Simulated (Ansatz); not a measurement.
A geometry relaxed with B3LYP-D3(BJ)/def2-SVP (Ansatz, a program for electronic structure), charge 0, multiplicity 1:

```xyz
17

H     -1.1010     0.3894     1.5097
H      2.9993    -0.8172     0.6210
H     -2.2867    -1.1099    -0.9401
C     -1.4750     0.3512     0.4713
H     -1.0912    -1.7904     0.1839
H      2.3313     0.7372     1.1689
H      1.1708    -0.9726    -1.1516
C     -1.9201    -1.0690     0.0975
H      1.3961    -0.7582     1.3806
C      1.4340    -0.0086    -0.6817
H      2.1392     0.4840    -1.3724
C      2.0747    -0.2236     0.6960
Cl    -0.8698     1.1862    -2.5725
Cl     0.3763     2.9391     0.0401
H     -2.3233     1.0551     0.4276
H     -2.7315    -1.4216     0.7533
Si    -0.1231     1.0288    -0.6316
```

**Question.** Write the SMILES of this molecule.

**Answer.** `CC[Si](Cl)(Cl)CC`
